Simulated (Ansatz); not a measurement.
CH4BBrOS, SMILES `COB(S)Br`. Charge 0, multiplicity 1. The structure was optimised at the PBE0-D4/def2-TZVP level. It is one conformer, not always the lowest.

```xyz
9

C     1.161   -0.335    0.761
O     0.030   -0.481   -0.077
B    -0.801    0.486   -0.476
S    -2.206    0.123   -1.545
Br   -0.590    2.345    0.039
H     2.026   -0.747    0.240
H     0.990   -0.905    1.675
H     1.345    0.711    1.009
H    -1.956   -1.196   -1.626
```

**Question.** What is the dipole moment at ωB97M-V/def2-TZVPP? (Best estimate.)

**Answer.** The calculation gave: 2.43 D, with components (1.63, -1.59, 0.85) D in this frame, pointing from negative to positive charge.

**Question.** And with PBE, r2SCAN, B3LYP? (Best estimate.)

**Answer.** Computed: PBE 2.38 D, r2SCAN 2.47 D, B3LYP 2.41 D.

**Question.** Give the Mulliken charges with ωB97M-V, PBE, r2SCAN in def2-TZVPP. (Estimate.)

**Answer.** Computed: 
```json
{"atom": "C1", "ωB97M-V": "-0.14", "PBE": "-0.10", "r2SCAN": "0.02"}
{"atom": "O2", "ωB97M-V": "-0.25", "PBE": "-0.19", "r2SCAN": "-0.28"}
{"atom": "B3", "ωB97M-V": "0.18", "PBE": "0.18", "r2SCAN": "0.24"}
{"atom": "S4", "ωB97M-V": "-0.14", "PBE": "-0.17", "r2SCAN": "-0.15"}
{"atom": "Br5", "ωB97M-V": "-0.12", "PBE": "-0.13", "r2SCAN": "-0.14"}
{"atom": "H6", "ωB97M-V": "0.13", "PBE": "0.11", "r2SCAN": "0.07"}
{"atom": "H7", "ωB97M-V": "0.13", "PBE": "0.11", "r2SCAN": "0.07"}
{"atom": "H8", "ωB97M-V": "0.10", "PBE": "0.08", "r2SCAN": "0.06"}
{"atom": "H9", "ωB97M-V": "0.11", "PBE": "0.11", "r2SCAN": "0.10"}
```

B3LYP here is the variant with VWN-RPA as its local correlation; programs differ in this.
